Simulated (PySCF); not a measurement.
C₄H₁₂Ge, charge +1, doublet, at a GFN2-xTB geometry (a state made from the parent by changing its charge; the spin is typed, not shown lowest); B3LYP5/STO-3G run with PySCF.

Input for PySCF:
```python
from pyscf import gto, scf, dft

mol = gto.M(
    atom='''
C    -0.48205252   -0.96009797   -1.71425244
Ge   -0.00000000   -0.00000000    0.00000000
C     0.13979984    1.92665059   -0.60108043
C    -1.38582476   -0.69750621    1.29838323
C     1.72807744   -0.26904641    1.01694964
H    -1.45657332   -0.64326760   -2.07542220
H    -0.49790885   -2.02649429   -1.50552665
H     0.27774436   -0.72083335   -2.45355596
H     0.31669866    2.53824831    0.27964314
H    -0.79965512    2.19475665   -1.07716035
H     0.95675581    2.05479757   -1.30583369
H    -2.36690453   -0.51581762    0.86769691
H    -1.25368661   -1.76188944    1.47200266
H    -1.26648825   -0.15660439    2.23341937
H     1.78839900   -1.31731892    1.29729694
H     2.54811473    0.00406360    0.35818660
H     1.75350412    0.35035948    1.90925323
''',
    basis='sto-3g',
    charge=1,
    spin=1,
    verbose=4,
)

mf = dft.UKS(mol)
mf.xc = 'b3lyp5'
mf.kernel()
mf.analyze()
```

Output, abridged:

```
PySCF version 2.14.0

[INPUT] verbose = 4
[INPUT] num. atoms = 17
[INPUT] num. electrons = 67
[INPUT] charge = 1
[INPUT] spin (= nelec alpha-beta = 2S) = 1
[INPUT] symmetry False subgroup None
[INPUT] Mole.unit = angstrom
[INPUT] Symbol           X                Y                Z      unit          X                Y                Z       unit  Magmom
[...]
nuclear repulsion = 391.139159331376
number of shells = 32
number of NR pGTOs = 150
number of NR cGTOs = 50
basis = sto-3g
ecp = {}

******** <class 'pyscf.dft.uks.UKS'> ********
method = UKS
initial guess = minao
damping factor = 0
level_shift factor = 0
DIIS = <class 'pyscf.scf.diis.CDIIS'>
diis_start_cycle = 1
diis_space = 8
diis_damp = 0
SCF conv_tol = 1e-09
SCF conv_tol_grad = None
SCF max_cycles = 50
direct_scf = True
direct_scf_tol = 1e-13
number electrons alpha = 34  beta = 33
XC library pyscf.dft.libxc version 7.1.2
    S. Lehtola, C. Steigemann, M. J. T. Oliveira, and M. A. L. Marques,  SoftwareX 7, 1–5 (2018)
XC functionals = b3lyp5
    P. A. M. Dirac,  Math. Proc. Cambridge Philos. Soc. 26, 376 (1930)
    F. Bloch,  Z. Phys. 57, 545 (1929)
    A. D. Becke,  Phys. Rev. A 38, 3098 (1988)
    C. Lee, W. Yang, and R. G. Parr,  Phys. Rev. B 37, 785 (1988)
    B. Miehlich, A. Savin, H. Stoll, and H. Preuss,  Chem. Phys. Lett. 157, 200 (1989)
    S. H. Vosko, L. Wilk, and M. Nusair,  Can. J. Phys. 58, 1200 (1980)
radial grids:
    Treutler-Ahlrichs [JCP 102, 346 (1995); DOI:10.1063/1.469408] (M4) radial grids

becke partition: Becke, JCP 88, 2547 (1988); DOI:10.1063/1.454033
pruning grids: <function nwchem_prune>
grids dens level: 3
symmetrized grids: False
atomic radii adjust function: <function treutler_atomic_radii_adjust>
small_rho_cutoff = 0
Set gradient conv threshold to 3.16228e-05
tot grids = 194808
init E= -2208.0355215217

cycle= 1 E= -2210.24454105986  delta_E= -2.21  |g|= 0.296  |ddm|=  3.2
cycle= 2 E= -2209.95446373482  delta_E= 0.29  |g|= 0.677  |ddm|= 1.42
cycle= 3 E= -2210.32417242725  delta_E= -0.37  |g|= 0.104  |ddm|= 1.07
cycle= 4 E= -2210.33159568597  delta_E= -0.00742  |g|= 0.0162  |ddm|= 0.162
cycle= 5 E= -2210.33180192306  delta_E= -0.000206  |g|= 0.00233  |ddm|= 0.0297
cycle= 6 E= -2210.33180487504  delta_E= -2.95e-06  |g|= 0.00187  |ddm|= 0.00506
cycle= 7 E= -2210.33180767081  delta_E= -2.8e-06  |g|= 0.000265  |ddm|= 0.00285
cycle= 8 E= -2210.33180773944  delta_E= -6.86e-08  |g|= 8.11e-05  |ddm|= 0.000644
cycle= 9 E= -2210.33180774497  delta_E= -5.53e-09  |g|= 5.48e-06  |ddm|= 0.00015
cycle= 10 E= -2210.33180774499  delta_E= -2.27e-11  |g|= 4.2e-06  |ddm|= 1.43e-05
Extra cycle  E= -2210.33180774497  delta_E= 2.27e-11  |g|= 6.07e-06  |ddm|= 1.55e-05
converged SCF energy = -2210.33180774497  <S^2> = 0.7513923  2S+1 = 2.0013918
**** SCF Summaries ****
Total Energy =                       -2210.331807744972139
Nuclear Repulsion Energy =             391.139159331376447
One-electron Energy =                -3849.680919445248946
Two-electron Energy =                 1248.209952368900531
Two-electron Coulomb Energy =         1353.358905457294895
DFT Exchange-Correlation Energy =     -105.148953088394350
**** MO energy ****
                             alpha | beta                alpha | beta
[...]
To work with the spin densities directly, `use mulliken_meta_spin()` only printing them here.

 ** Mulliken spin pop alpha/beta on meta-lowdin orthogonal AOs **
 ** Mulliken Spin Density (per AO)  **
spin_pop of  0 C 1s       -0.00000
spin_pop of  0 C 2s        0.00757
spin_pop of  0 C 2px       0.00150
spin_pop of  0 C 2py       0.04395
spin_pop of  0 C 2pz       0.08114
spin_pop of  1 Ge 1s       -0.00000
spin_pop of  1 Ge 2s       -0.00000
spin_pop of  1 Ge 3s        0.00000
spin_pop of  1 Ge 4s       -0.00970
spin_pop of  1 Ge 2px       0.00000
spin_pop of  1 Ge 2py       0.00000
spin_pop of  1 Ge 2pz      -0.00000
spin_pop of  1 Ge 3px       0.00014
spin_pop of  1 Ge 3py       0.00013
spin_pop of  1 Ge 3pz       0.00005
spin_pop of  1 Ge 4px       0.11316
spin_pop of  1 Ge 4py       0.10960
spin_pop of  1 Ge 4pz       0.02232
spin_pop of  1 Ge 3dxy      0.00657
spin_pop of  1 Ge 3dyz      0.05165
spin_pop of  1 Ge 3dz^2     0.01210
spin_pop of  1 Ge 3dxz      0.08735
spin_pop of  1 Ge 3dx2-y2    0.02187
spin_pop of  2 C 1s       -0.00000
spin_pop of  2 C 2s        0.00758
spin_pop of  2 C 2px       0.00405
spin_pop of  2 C 2py       0.11959
spin_pop of  2 C 2pz       0.00296
spin_pop of  3 C 1s       -0.00000
spin_pop of  3 C 2s        0.00757
spin_pop of  3 C 2px       0.07312
spin_pop of  3 C 2py       0.00238
spin_pop of  3 C 2pz       0.05109
spin_pop of  4 C 1s       -0.00000
spin_pop of  4 C 2s        0.00758
spin_pop of  4 C 2px       0.10158
spin_pop of  4 C 2py       0.01310
spin_pop of  4 C 2pz       0.01193
spin_pop of  5 H 1s       -0.00343
spin_pop of  6 H 1s        0.00758
spin_pop of  7 H 1s        0.00787
spin_pop of  8 H 1s        0.00758
spin_pop of  9 H 1s        0.00787
spin_pop of  10 H 1s       -0.00343
spin_pop of  11 H 1s        0.00758
spin_pop of  12 H 1s       -0.00343
spin_pop of  13 H 1s        0.00787
spin_pop of  14 H 1s        0.00787
spin_pop of  15 H 1s        0.00758
spin_pop of  16 H 1s       -0.00343
 ** Mulliken Spin Density (per atom)  **
spin density of  0 C =      0.13416
spin density of  1 Ge =      0.41525
spin density of  2 C =      0.13417
spin density of  3 C =      0.13416
spin density of  4 C =      0.13417
spin density of  5 H =     -0.00343
spin density of  6 H =      0.00758
spin density of  7 H =      0.00787
spin density of  8 H =      0.00758
spin density of  9 H =      0.00787
spin density of  10 H =     -0.00343
spin density of  11 H =      0.00758
spin density of  12 H =     -0.00343
spin density of  13 H =      0.00787
spin density of  14 H =      0.00787
spin density of  15 H =      0.00758
spin density of  16 H =     -0.00343
 ** Mulliken pop alpha/beta on meta-lowdin orthogonal AOs **
 ** Mulliken pop       alpha | beta **
In total            34.00000 | 33.00000
 ** Mulliken atomic charges   ( Nelec_alpha | Nelec_beta ) **
charge of  0C =     -0.20227  (     3.16821      3.03405 )
charge of  1Ge =      0.71969  (    15.84778     15.43253 )
charge of  2C =     -0.20225  (     3.16821      3.03404 )
charge of  3C =     -0.20227  (     3.16821      3.03405 )
charge of  4C =     -0.20225  (     3.16821      3.03404 )
charge of  5H =      0.09115  (     0.45271      0.45614 )
charge of  6H =      0.09055  (     0.45851      0.45093 )
charge of  7H =      0.09064  (     0.45862      0.45075 )
charge of  8H =      0.09055  (     0.45851      0.45093 )
charge of  9H =      0.09064  (     0.45862      0.45075 )
charge of  10H =      0.09115  (     0.45271      0.45614 )
charge of  11H =      0.09056  (     0.45851      0.45093 )
charge of  12H =      0.09115  (     0.45271      0.45614 )
charge of  13H =      0.09064  (     0.45862      0.45075 )
charge of  14H =      0.09064  (     0.45862      0.45075 )
charge of  15H =      0.09055  (     0.45851      0.45093 )
charge of  16H =      0.09115  (     0.45271      0.45614 )

WARN: System has nonzero charge 1; the dipole moment is origin-dependent.
Location of origin: [0. 0. 0.]

Dipole moment(X, Y, Z, Debye):  0.00005,  0.00006,  0.00001
```
